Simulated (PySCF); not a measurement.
BrFHInO, SMILES [OH][In]([F])[Br].

Coordinates come from a B3LYP-D3(BJ)/def2-SVP optimisation. The structure was generated by enumeration; whether it is a known compound was not checked. The def2 effective core potentials stand for the cores of In; spin–orbit coupling is left out. The values are those of a single conformer.

Two levels are set side by side: PBE/def2-TZVP (PySCF) and r2SCAN/def2-TZVP (PySCF). Same geometry, gas phase. Differences are taken from unrounded values.

| quantity | r2SCAN |
|---|---|
| orbital gap (eV) | 4.30 |
| highest occupied level (eV) | -7.92 |
| lowest empty level (eV) | -3.62 |
| dipole moment (D) | 1.10 |
| mean polarisability (bohr³) | 57.0 |

Task: What does PBE give, and how far is it from r2SCAN? (An estimate is asked for; the answer gives what the named calculation found.)

Result: 
```
quantity                       PBE  PBE minus r2SCAN
---------------------------  -----  ----------------
orbital gap (eV)              3.77             -0.53
highest occupied level (eV)  -7.58              0.34
lowest empty level (eV)      -3.81             -0.19
dipole moment (D)             1.08             -0.03
mean polarisability (bohr³)   59.2               2.3
```

Rough cost on one machine, each run with all the roots and properties that it gave: r2SCAN against PBE about 4 times.
